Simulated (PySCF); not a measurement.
SMILES [CH]=C[Si](OC)(OC)OC, doublet, GFN2-xTB optimised geometry.

```
20

C      1.43    -1.93     0.73
C      0.77    -1.08     0.00
Si    -1.13    -1.08     0.00
O     -1.60    -1.86     1.34
C     -0.94    -2.93     1.94
O     -1.76    -1.84    -1.29
C     -1.91    -1.35    -2.59
O     -1.78     0.41     0.00
C     -1.74     1.37     1.02
H      2.46    -2.15     0.93
H      1.27    -0.34    -0.64
H     -1.30    -3.88     1.53
H     -1.11    -2.89     3.02
H      0.16    -2.83     1.71
H     -0.95    -1.38    -3.12
H     -2.28    -0.32    -2.57
H     -2.63    -1.99    -3.10
H     -0.74     1.81     1.08
H     -2.46     2.15     0.77
H     -1.99     0.92     1.98
```

Density from unrestricted PBE0/def2-SVP (PySCF) at that geometry.

Minimum of the electron density along straight lines between bonded atoms, close to the bond critical point (lines longer than 1.1 times the sum of covalent radii, or with two minima, are not listed):

```csv
bond,length / Å,ρ at the minimum / e bohr⁻³,∇²ρ there / e bohr⁻⁵,position (fraction from the first atom)
C1–C2,1.298,___,-0.96,0.51
C2–Si3,1.907,___,___,0.62
Si3–O4,1.622,0.132,1.10,0.41
O4–C5,1.396,0.255,-0.22,0.67
Si3–O6,1.621,0.132,1.10,0.41
O6–C7,1.401,0.253,-0.27,0.66
Si3–O8,1.625,0.130,1.08,0.41
O8–C9,1.402,0.253,-0.27,0.66
C1–H10,1.070,0.283,-1.11,0.64
C2–H11,1.096,0.264,-0.93,0.63
C5–H12,1.091,0.282,-1.07,0.63
C5–H13,1.090,0.283,-1.08,0.63
C5–H14,1.126,0.262,-0.94,0.65
C7–H15,1.093,0.281,-1.06,0.63
C7–H16,1.090,0.284,-1.09,0.64
C7–H17,1.090,0.283,-1.09,0.64
C9–H18,1.093,0.281,-1.06,0.63
C9–H19,1.090,0.283,-1.09,0.64
C9–H20,1.090,0.284,-1.09,0.64
```

Q: What belongs in the gaps?

A: 
- C1–C2, ρ at the minimum / e bohr⁻³: 0.354
- C2–Si3, ρ at the minimum / e bohr⁻³: 0.110
- C2–Si3, ∇²ρ there / e bohr⁻⁵: 0.31
